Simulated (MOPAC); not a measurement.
Job for MOPAC: PM3 on SbSe, 2S+1 = 4, a spin state set in the input, which need not be the lowest, a point of a bond scan (R = 2.737 Å).

```
PM3 1SCF PRECISE CHARGE=0 UHF MS=1.5 THREADS=1
SbSe

Se     0.00000000 1     0.00000000 1     0.00000000 1
Sb     0.00000000 1     0.00000000 1     2.73725300 1
```

Program output:

```
*******************************************************************************
 **                                                                           **
 **                              MOPAC v23.2.5                                **
 **                                                                           **
 *******************************************************************************
 ** MOPAC's Digital Object Identifier: https://doi.org/10.5281/zenodo.6511958 **
 **                                                                           **
 ** Please cite the open-source release paper for use of this MOPAC version:  **
 ** J. E. Moussa and J. J. P. Stewart (2026)                                  **
 ** MOPAC: An open-source semiempirical molecular orbital program             **
 ** J. Open Source Softw., 11(119), 8025, https://doi.org/10.21105/joss.08025 **
 *******************************************************************************

                              PM3 CALCULATION RESULTS

 *******************************************************************************
 *  PM3        - The PM3 Hamiltonian to be used
 *  UHF        - UNRESTRICTED HARTREE-FOCK CALCULATION
 *
 *
 *
 *                 CHARGE ON SYSTEM = 0
 *
 *
 *
 *  MS=        - IN MECI, MAGNETIC COMPONENT OF SPIN =  1.5
 *  PRECISE    - TIGHTER CRITERIA TO BE USED
 *  1SCF       - DO 1 SCF AND THEN STOP
 *  THREADS=1  - MULTI-THREADING NOT USED
 *  T=         - A TIME OF 172800.0 SECONDS REQUESTED
 *  DUMP=N     - RESTART FILE WRITTEN EVERY 7200.0 SECONDS REQUESTED
 *******************************************************************************
PM3 1SCF PRECISE CHARGE=0 UHF MS=1.5 THREADS=1
 SbSe

   ATOM   CHEMICAL          X               Y               Z
  NUMBER   SYMBOL      (ANGSTROMS)     (ANGSTROMS)     (ANGSTROMS)

     1      Se          0.00000000  *   0.00000000  *   0.00000000  *
     2      Sb          0.00000000  *   0.00000000  *   2.73725300  *



          CARTESIAN COORDINATES

    NO.       ATOM           X           Y           Z

     1        Se          0.0000      0.0000      0.0000
     2        Sb          0.0000      0.0000      2.7373

 Se: (PM3): J. J. P. STEWART, J. COMP. CHEM. 12, 320-341 (1991).
 Sb: (PM3): J. J. P. STEWART, J. COMP. CHEM. 12, 320-341 (1991).

           Empirical Formula: Se Sb  =     2 atoms



      MOLECULAR POINT GROUP   :   C*v


          UHF CALCULATION, NO. OF ALPHA ELECTRONS =    7
                           NO. OF BETA  ELECTRONS =    4

 -------------------------------------------------------------------------------
 PM3 1SCF PRECISE CHARGE=0 UHF MS=1.5 THREADS=1
 SbSe



     1SCF WAS SPECIFIED, SO BFGS WAS NOT USED
     SCF FIELD WAS ACHIEVED


                              PM3 CALCULATION
                                                       MOPAC v23.2.5 Linux




          FINAL HEAT OF FORMATION =         74.05859 KCAL/MOL =     309.86113 KJ/MOL


          COSMO AREA              =        111.30 SQUARE ANGSTROMS
          COSMO VOLUME            =        101.98 CUBIC ANGSTROMS

          IONIZATION POTENTIAL    =          8.830832 EV
          ALPHA SOMO LUMO (EV)    =         -9.035 -2.791
          BETA  SOMO LUMO (EV)    =         -8.831 -3.264
          NO. OF ALPHA ELECTRONS  =          7
          NO. OF BETA  ELECTRONS  =          4
          MOLECULAR WEIGHT        =        200.7100         POINT GROUP:  C*v

          MOLECULAR DIMENSIONS (Angstroms)

            Atom       Atom       Distance
           Sb     2   Se     1     2.73725
           Sb     2   Se     1     0.00000
           Se     1   Sb     2     0.00000


          SCF CALCULATIONS        =          1





   ATOM   CHEMICAL          X               Y               Z
  NUMBER   SYMBOL      (ANGSTROMS)     (ANGSTROMS)     (ANGSTROMS)

     1      Se          0.00000000  *   0.00000000  *   0.00000000  *
     2      Sb          0.00000000  *   0.00000000  *   2.73725300  *

                             CARTESIAN COORDINATES

   1   Se        0.000000000     0.000000000     0.000000000
   2   Sb        0.000000000     0.000000000     2.737253000


           Empirical Formula: Se Sb  =     2 atoms



      MOLECULAR POINT GROUP   :   C*v


          ALPHA EIGENVALUES
 -37.46018 -19.10706 -12.40731 -11.71861 -10.92565  -9.17537  -9.03498  -2.79083


           BETA EIGENVALUES
 -34.06703 -13.04243  -9.78385  -8.83083  -3.26408  -2.92320  -1.81606  -1.80194


              NET ATOMIC CHARGES AND DIPOLE CONTRIBUTIONS

  ATOM NO.   TYPE          CHARGE      No. of ELECS.   s-Pop       p-Pop
    1         Se          -0.093466        6.0935     1.98485     4.10862
    2         Sb           0.093466        4.9065     1.99088     2.91566
 DIPOLE           X         Y         Z       TOTAL
 POINT-CHG.     0.000     0.000     1.229     1.229
 HYBRID        -0.000    -0.000    -0.129     0.129
 SUM           -0.000    -0.000     1.100     1.100


          ATOMIC ORBITAL ELECTRON POPULATIONS

     Atom    s        px        py        pz
    1 Se   1.98485   1.85669   1.00000   1.25192
    2 Sb   1.99088   1.14331   1.00000   0.77235


                    (SZ)    =    1.500000
                    (S**2)  =    3.965700


          ATOMIC ORBITAL SPIN POPULATIONS

    Atom   Total    s     px     py     pz
         Atomic
    1 Se  1.5841  0.007  0.143  1.000  0.434
    2 Sb  1.4159  0.007  0.857  1.000 -0.448

 **********************
 *                    *
 * JOB ENDED NORMALLY *
 *                    *
 **********************




 == MOPAC DONE ==
```

The run finished. Its determinant has ⟨S²⟩ = 3.97, a mixture of spin states.

Cost: about 0.020 core-seconds (a rough figure).
